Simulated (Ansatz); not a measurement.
**Abstraction of F: GaHF2 + GeH2F → GaHF + GeH2F2**

Gas-phase species: GaHF2 `[F][GaH][F]`, singlet; GeH2F `[F][GeH2]`, doublet; GaHF `[F][GaH]`, doublet; GeH2F2 (difluorogermane) `[F][GeH2][F]`, singlet. A radical takes F: the energy is the difference in strength between the Ga–F bond broken and the Ge–F bond made.

Shapes, held fixed at every level: PBE0-D4/def2-TZVP. Programs: Ansatz 0.2.0. The zero-point and thermal change to 298 K, harmonic and unscaled (PBE0-D4/def2-TZVP), is +0.5 kJ/mol.

```csv
level,kind,ΔH(298 K) (kJ/mol),less CCSD(T)/def2-TZVPP
HF/def2-TZVPP,Hartree–Fock,-11.3,-6.1
PBE-D4/def2-TZVPP,GGA,-8.3,-3.1
B3LYP-D4/def2-TZVPP,global hybrid,-10.1,-4.9
BHLYP-D4/def2-TZVPP,global hybrid,-10.6,-5.4
r2SCAN0-D4/def2-TZVPP,global hybrid,-8.3,-3.1
CCSD(T)/def2-SVP,coupled cluster or CI,+0.9,+6.1
CCSD(T)/def2-TZVPP,coupled cluster or CI,-5.2,0.0
```

The highest level, CCSD(T)/def2-TZVPP, gives ΔH(298 K) = -5.2 kJ/mol; the levels span -11.3 to +0.9. They disagree on the sign: 1 of 7 are positive. The column of differences is taken from that level and isn't an error. No measured value is set beside it here. Open shells run unrestricted. Relativity is left out for Ga, Ge. Outer-core shells of Ga, Ge are correlated, in sets that cover them unevenly.
